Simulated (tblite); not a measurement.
Compound: C4H5FNOS (doublet state).
Structure used (GFN2-xTB), in Å, numbered top down from 1:
```
atom  x, y, z in Å
F1    -2.5036   -1.2983    0.2673
C2    -2.1515   -0.1716    0.9670
O3    -1.1366    0.5078    0.3470
C4     0.1182   -0.0883    0.3456
N5     1.1381    0.8368    0.4499
C6     1.9690    0.8430   -0.5485
C7     1.7553   -0.0602   -1.5882
S8     0.3948   -1.0451   -1.3235
H9    -3.0242    0.4897    0.9775
H10   -1.8850   -0.5153    1.9803
H11    0.1863   -0.8700    1.1182
H12    2.7917    1.5381   -0.5334
H13    2.3430   -0.1662   -2.4769
```

Method: GFN2-xTB as coded in tblite; computed harmonic values from a numerical Hessian at the method's own geometry, unscaled. Against measured fundamentals such values can be off by several per cent, at times by over 20. One conformer, not necessarily the lowest. Open shells enter through the occupations alone, without spin polarisation, and single modes of such species can be off by tens of per cent.

Harmonic wavenumbers (cm⁻¹): 33.1, 80.4, 111.4, 268.0, 318.3, 375.2, 462.4, 498.1, 564.8, 638.6, 651.0, 790.3, 857.2, 888.5, 947.4, 982.1, 1042.8, 1072.3, 1086.9, 1102.3, 1124.6, 1216.7, 1227.1, 1290.0, 1320.8, 1324.0, 1416.7, 1501.2, 2832.9, 2862.5, 2961.8, 3110.9, 3171.3.

A = 3723, B = 1261, C = 984.1 MHz; mass 134.008 u (most abundant isotopes); point group C1, symmetry number 1; spin multiplicity 2.

**Question.** Zero-point energy?

**Answer.** Half the sum of the wavenumbers: 19066 cm⁻¹ = 228.08 kJ/mol.

**Question.** Give the ideal-gas entropy at 298.15 K and 1 bar in the rigid-rotor, harmonic-oscillator model (classical rotation).

**Answer.** Translation 169.94, rotation 119.80, vibration 86.60, spin (R ln 2) 5.76: S = 382.1 J/(mol K).

**Question.** And Cp and H(298.15 K) − H(0)?

**Answer.** Cp = 122.72 J/(mol K), of which vibrations give 89.46 (their classical limit is 33 R = 274.4); H(298.15 K) − H(0) = 22.98 kJ/mol without the zero-point energy, 13.07 from vibrations.

**Question.** Which modes carry the vibrational entropy at 298.15 K?

**Answer.** 33.1 cm⁻¹: 23.57; 80.4 cm⁻¹: 16.24; 111.4 cm⁻¹: 13.57; 268.0 cm⁻¹: 6.73; 318.3 cm⁻¹: 5.52; 375.2 cm⁻¹: 4.43 J/(mol K); the other 27 give 16.53 together.

**Question.** How do the functions run with temperature in this model?

**Answer.** 
```csv
T (K),S (J/(mol K)),Cp (J/(mol K)),H − H(0) (kJ/mol),G − H(0) (kJ/mol),ln q(vib)
150,316.1,75.9,8.35,-39.06,2.53
250,361.9,106.9,17.45,-73.03,4.30
400,422.6,154.0,37.11,-131.95,6.96
600,494.3,199.0,72.76,-223.82,10.53
900,583.1,237.8,138.88,-385.94,15.62
```

q(vib) and H(0) count from the zero-point level.

**Question.** Blend soft modes into free rotors: weight 1/[1 + (100 cm⁻¹/ν̃)⁴] for the oscillator and the rest for a rotor with moment μB/(μ + B), μ = h/(8π²ν), B = 10⁻⁴⁴ kg m². What vibrational entropy results?

**Answer.** 76.50 J/(mol K) in place of 86.60, which changes −T·S at 298.15 K by +3.01 kJ/mol.

Hindered rotation and anharmonicity are outside this model. Other conformers, if any are populated, would add a mixing term that is left out. The structure is chiral; the term R ln 2 for an equal mix with its mirror image is left out.
